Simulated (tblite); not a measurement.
C3H11Si3 (SMILES [CH]1[SiH2]C[SiH2]C[SiH2]1), doublet, at a GFN2-xTB geometry; GFN1-xTB run with tblite.

Input for tblite:
```
$ tblite run mol.xyz --method gfn1 --charge 0 --spin 1 --json tblite.json --no-restart

# file mol.xyz
17

C      1.51380197     0.81809202     0.50539771
Si     1.63754306    -0.92661904    -0.13014090
C     -0.04128886    -1.75001797     0.21374552
Si    -1.56054583    -0.84447112    -0.48872294
C     -1.26109377     1.02671936    -0.65496501
Si    -0.07402361     1.78201665     0.62271278
H      2.42327905     1.30358455     0.82984475
H      2.72881351    -1.65115256     0.54335961
H      1.90634651    -0.94257836    -1.57982010
H     -0.02920890    -2.77013691    -0.16692046
H     -0.16041559    -1.83641026     1.29372713
H     -1.89053458    -1.39651614    -1.81382299
H     -2.71149695    -1.07856137     0.39995844
H     -2.21868474     1.54335451    -0.61239872
H     -0.85904916     1.22467750    -1.64859725
H      0.16152622     3.20948361     0.34474771
H     -0.66072177     1.67252382     1.97096759
```

It wrote (shortened):

```
xTB calculator
 | screened Coulomb repulsion
 | Coulomb electrostatics
 |  * isotropic Klopman-Ohno-Mataga-Nishimoto electrostatics
 |  * onsite third-order electrostatics
 | DFT-D3(BJ) dispersion correction

halogen bonding energy    0.0000000000000E+00 Eh
repulsion energy          2.0837818978912E-01 Eh
dispersion energy        -8.6342704451610E-03 Eh
number of electrons       3.5000000000000E+01 e
integral cutoff           2.8146159136829E+01 bohr

------------------------------------------------------------
  cycle        total energy    energy error   density error
------------------------------------------------------------
      1     -17.75837960327  -1.7958124E+01   5.2675183E-01
      2     -17.77727407413  -1.8894471E-02   2.9988010E-01
      3     -17.77774538227  -4.7130815E-04   3.3893117E-02
      4     -17.77806651356  -3.2113128E-04   4.3050967E-03
      5     -17.77808758134  -2.1067780E-05   1.3703011E-03
      6     -17.77808865914  -1.0778063E-06   1.8380159E-04
      7     -17.77808877453  -1.1538662E-07   1.3703719E-05
------------------------------------------------------------

electronic energy        -1.7977832693874E+01 Eh
total energy             -1.7778088774530E+01 Eh

Post processing:
 | Mayer-Wiberg bond orders

[Info] JSON dump of results written to 'tblite.json'
```
